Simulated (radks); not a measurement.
Values are calculated unless marked as measured or tabulated.
Task: The mean radii <r> (bohr) of the occupied orbitals of an atom or ion are listed with their occupations. Level of theory: Dirac Kohn-Sham, relativistic LDA (MacDonald-Vosko exchange, VWN5 correlation), spin-unpolarised, spherical densities, finite nucleus; Fermi nuclear charge, rms radius of each element as measured or else 0.836 A^(1/3) + 0.57 fm (a radial shooting solver on a logarithmic mesh with Libxc functionals).

| orbital | occ. | <r> |
|---|---|---|
| 1s1/2 | 2 | 0.04162 |
| 2s1/2 | 2 | 0.1838 |
| 2p1/2 | 2 | 0.1576 |
| 2p3/2 | 4 | 0.1616 |
| 3s1/2 | 2 | 0.5320 |
| 3p1/2 | 2 | 0.5345 |
| 3p3/2 | 4 | 0.5451 |
| 3d3/2 | 4 | 0.5536 |
| 3d5/2 | 6 | 0.5575 |
| 4s1/2 | 2 | 1.536 |
| 4p1/2 | 1.66667 | 1.802 |
| 4p3/2 | 3.33333 | 1.839 |

Name the element and its charge. Open shells, if any, are shared by 2j + 1.

Result: Z = 36, krypton, charge +1: Kr+ in [Ar] 3d10 4s2 4p5. The 1s radius gives Z: for a bare nucleus <r> = (2 gamma + 1)/(2Z) with gamma = sqrt(1 - (Z/c)^2), 0.04069 bohr for Z = 36, and screening makes it slightly larger (0.04162 here). The occupations add up to 35, and the charge is Z minus that.
